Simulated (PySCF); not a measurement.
Computed shifts of a molecule C2H7ClOSi2, PBE0/pcSseg-1 in PySCF, GIAO, gas phase, atoms alike by connectivity averaged where their shifts nearly agree, in ppm (number of nuclei): ¹³C: 160.9 (1), 152.6 (1). ²⁹Si: -5.8 (1), -63.6 (1). ¹H: 7.26 (1), 7.13 (1), 5.64 (1), 4.54 (3), 1.96 (1). References: ¹³C against TMS (σ = 186.3 ppm); ²⁹Si against TMS (σ = 352.7 ppm); ¹⁷O against H2O (σ = 334.2 ppm); ³⁵Cl against HCl (σ = 945.9 ppm); ¹H against TMS (σ = 31.56 ppm), references at their B3LYP-D3(BJ)/def2-TZVP geometries, non-relativistic (without spin–orbit terms, shifts of atoms bonded to Cl or Br come out too high). Geometry optimised at PBE0-D3(BJ)/def2-SVP. One conformer was computed; it need not be the lowest.

Which molecule gave these data?
(A) Cl[Si@H]1C[SiH2]CO1
(B) Cl[Si@@H]1COC[SiH2]1
(C) C=C[Si@](O)([SiH3])Cl
(D) C=C([SiH3])[Si@H](O)Cl

D, C=C([SiH3])[Si@H](O)Cl
